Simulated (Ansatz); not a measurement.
`C/C(Cl)=C/F` and `BN/C(C)=C\F` differ in one atom or group.

Ansatz, PBE0-D4/def2-TZVP geometries, multiplicity 1. Each molecule was computed in one conformer, which needn't be the lowest.

```csv
property,`C/C(Cl)=C/F`
HOMO–LUMO gap (PBE/def2-TZVPP) / eV,5.12
HOMO–LUMO gap (ωB97M-V/def2-TZVPP) / eV,11.68
size of the dipole moment (PBE/def2-TZVPP) / D,2.32
HOMO energy (PBE/def2-TZVPP) / eV,-5.92
HOMO energy (B3LYP/def2-TZVPP) / eV,-6.94
HOMO energy (PBE0/def2-TZVPP) / eV,-7.15
```

**Question.** Give the same properties after the change, and the shifts. (An estimate is asked.)

**Answer.** The calculation gave: 
```tsv
property	`BN/C(C)=C\F`	shift
HOMO–LUMO gap (PBE/def2-TZVPP) / eV	4.06	-1.06
HOMO–LUMO gap (ωB97M-V/def2-TZVPP) / eV	10.06	-1.62
size of the dipole moment (PBE/def2-TZVPP) / D	1.54	-0.78
HOMO energy (PBE/def2-TZVPP) / eV	-5.55	0.37
HOMO energy (B3LYP/def2-TZVPP) / eV	-6.43	0.51
HOMO energy (PBE0/def2-TZVPP) / eV	-6.63	0.52
```

With PBE0 the HOMO rises by 0.52 eV and the LUMO falls by 0.76 eV, so the gap narrows by about 1.28 eV. PBE moves the HOMO by 0.37 eV and ωB97M-V by 0.55 eV. Dipoles are sizes alone; their direction can turn.

B3LYP here is the variant with VWN-RPA as its local correlation; programs differ in this.
